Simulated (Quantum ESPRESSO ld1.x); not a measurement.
Problem. Species: Co17+. Configuration: [Ne]. All-electron calculation, scalar-relativistic Kohn-Sham, PW91, spin-unpolarised, spherical densities, point nucleus. Program: ld1.x of Quantum ESPRESSO 7.5. Some entries of the table are withheld. Estimate them.

orbital,occ.,eigenvalue (Ry),<1/r> (bohr^-1),<r> (bohr)
1s,2,(1),(2),(3)
2s,2,(4),(5),(6)
2p,6,-99.5654,5.801,0.2201

Solution. 
(1) 1s eigenvalue (Ry): -603.3896
(2) 1s <1/r> (bohr^-1): 27.05
(3) 1s <r> (bohr): 0.05615
(4) 2s eigenvalue (Ry): -108.6075
(5) 2s <1/r> (bohr^-1): 5.914
(6) 2s <r> (bohr): 0.2511
